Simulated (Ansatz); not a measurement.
This geometry of C₂H₉NSi₂ (14 atoms, charge 0, multiplicity 1) is a first-order saddle point.

The calculation used RKS B3LYP-D4/def2-SVP (Ansatz 0.2.0).

```xyz
14
Properties=species:S:1:pos:R:3
N -0.942 2.246 -0.444
Si -0.891 0.534 -0.158
C 0.389 -0.018 1.155
C 0.777 -1.400 0.537
Si 0.445 -1.011 -1.325
H -1.691 2.667 -0.984
H -0.620 2.877 0.283
H -2.247 -0.048 0.129
H 1.251 0.671 1.103
H 0.070 -0.063 2.210
H 0.061 -2.176 0.861
H 1.783 -1.753 0.815
H 1.649 -0.414 -1.980
H -0.047 -2.141 -2.172
```

(1) Which two structures does it join? (They come from a converged band through this point; their orientation in space is the band's.)

(2) How far does it lie above each of them?

Results:

(1) No bond is made or broken. The dihedral H7–N1–Si2–Si5 goes from -30 to 164°.

First end point:

```xyz
14
Properties=species:S:1:pos:R:3
N -1.082 2.245 -0.382
Si -0.871 0.541 -0.164
C 0.286 -0.071 1.240
C 0.744 -1.417 0.600
Si 0.606 -0.937 -1.262
H -1.982 2.625 -0.656
H -0.320 2.846 -0.678
H -2.248 -0.025 -0.028
H 1.141 0.626 1.310
H -0.139 -0.161 2.254
H 0.010 -2.213 0.812
H 1.724 -1.777 0.955
H 1.871 -0.292 -1.740
H 0.246 -2.019 -2.231
```

Last end point:

```xyz
14
Properties=species:S:1:pos:R:3
N -1.111 2.193 -0.574
Si -0.883 0.532 -0.161
C 0.333 -0.046 1.220
C 0.758 -1.410 0.593
Si 0.545 -0.968 -1.270
H -0.350 2.789 -0.880
H -1.901 2.729 -0.231
H -2.247 -0.024 0.093
H 1.194 0.646 1.238
H -0.047 -0.115 2.254
H 0.027 -2.197 0.852
H 1.748 -1.769 0.915
H 1.786 -0.330 -1.815
H 0.136 -2.060 -2.206
```

(2) 0.102 eV above the first and 0.100 eV above the second. This is the barrier of this one path; another mechanism may lie lower.

The run took 7 min on 2 threads of Arm Neoverse V1, with other jobs on the host, peak memory 0.3 GiB.
